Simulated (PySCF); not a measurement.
Identify the unknown among the candidates.

- Polarisability: 88.1 au [CAM-B3LYP/def2-SVPD]
- UV, strongest line: among the 10 lowest singlet transitions: S2 at 6.42 eV (193 nm, f = 0.179) [TDDFT CAM-B3LYP/def2-SVPD]
- 1H NMR: chemical shifts (computed TMS as zero) by class: 4.74 (3 H), 3.77 (1 H), 3.36 (1 H), 1.15 (1 H), 0.87 (2 H), 0.40 (2 H) ppm [GIAO B3LYP/pcSseg-1]
- 13C NMR: chemical shifts (computed TMS as zero) by class: 177.6 (1 C), 78.4 (1 C), 16.9 (1 C), 14.1 (2 C) ppm [GIAO B3LYP/pcSseg-1]
- UV, first state: lowest singlet excitation: 6.12 eV (202 nm, f = 0.007) [TDDFT CAM-B3LYP/def2-SVPD]
- Dipole: 0.23 D [CAM-B3LYP/def2-SVPD]
- Rotational structure: rotational constants A, B, C: 6.279, 1.067, 0.994 GHz [PBE0-D3(BJ)/def2-SVP]
- Triplet: lowest triplet excitation (Tamm–Dancoff): 4.11 eV [TDA CAM-B3LYP/def2-SVPD]
- Valence photoelectron: vertical ionisation energy: 8.51 eV [ΔSCF CAM-B3LYP/def2-SVPD]
- NMR, other nuclei: isotropic shieldings of nuclei other than C and H, by class: 207 (1 O), 381 (1 Si) ppm [GIAO B3LYP/pcSseg-1]

The electronic properties come from PySCF, for the isolated species, density fitting. Levels stand in brackets. Isolated species at its PBE0-D3(BJ)/def2-SVP geometry (one conformer only). NMR classes are plain means over equivalent atoms (diastereotopic ones count apart unless rotation or inversion swaps them), as if these changed places fast.

Question: Which candidate is it?
A. `C=C(O[SiH3])C1CC1`
B. `C/C=C\C=C/O[SiH3]`
C. `C=COC(=C)C[SiH3]`

Answer: A. It is `C=C(O[SiH3])C1CC1`. Numbering: `[CH2:1]=[C:2]([O:3][SiH3:4])[CH:5]1[CH2:6][CH2:7]1`. Its formula, C5H10OSi, gives 2 degrees of unsaturation: 1 ring and 1 π bond in the structure found. 5 carbons fall into 4 classes; from least to most shielded: vinylic carbon bearing oxygen [C2] (177.6 ppm), terminal =CH2 carbon [C1] (78.4 ppm), allylic carbon [C5] (16.9 ppm), three-membered-ring carbon [C6/C7] (14.1 ppm, 2 C). Hydrogen classes from least to most shielded: 3 H on an oxygen-bound silicon, Si4 (4.74 ppm), 1 H on a terminal =CH2 carbon, C1 (3.77 ppm), 1 H on a terminal =CH2 carbon, C1 (3.36 ppm), 1 H on an allylic carbon, C5 (1.15 ppm), 2 H on 2 three-membered-ring carbons, C6/C7 (0.87 ppm), 2 H on 2 three-membered-ring carbons, C6/C7 (0.40 ppm). The other shieldings belong to: 207 ppm, silyl ether oxygen [O3]; 381 ppm, oxygen-bound silicon [Si4]. The first electron is taken from the HOMO, whose largest Löwdin shares are 0.38 on the terminal =CH2 carbon, 0.23 on the vinylic carbon bearing oxygen, 0.14 on the silyl ether oxygen and 0.06 on the allylic carbon. The optimised geometry has point group Cs and is an asymmetric top.

The others, at the same levels:
- `C/C=C\C=C/O[SiH3]` fails: its computed lowest singlet excitation is 5.32 eV (233 nm, f = 0.854) (against 6.12 eV), vertical ionisation energy is 7.80 eV (against 8.51 eV) and lowest triplet excitation (Tamm–Dancoff) is 2.96 eV (against 4.11 eV).
- `C=COC(=C)C[SiH3]` fails: its computed static isotropic polarisability is 96.5 au (against 88.1 au), rotational constant A is 3.628 GHz (against 6.279 GHz) and dipole moment is 0.63 D (against 0.23 D).

Each candidate is one conformer, not necessarily the lowest. The conformers computed, where there is a choice (atom-mapped SMILES and torsion angles):
- `[CH2:1]=[C:2]([O:3][SiH3:4])[CH:5]1[CH2:6][CH2:7]1`: C1–C2–O3–Si4 0°, C1–C2–C5–C6 34°
- `[CH3:1]/[CH:2]=[CH:3]\[CH:4]=[CH:5]/[O:6][SiH3:7]`: C2–C3–C4–C5 180°, C4–C5–O6–Si7 -168°
- `[CH2:1]=[CH:2][O:3][C:4](=[CH2:5])[CH2:6][SiH3:7]`: C1–C2–O3–C4 -151°, C2–O3–C4–C5 21°, O3–C4–C6–Si7 69°
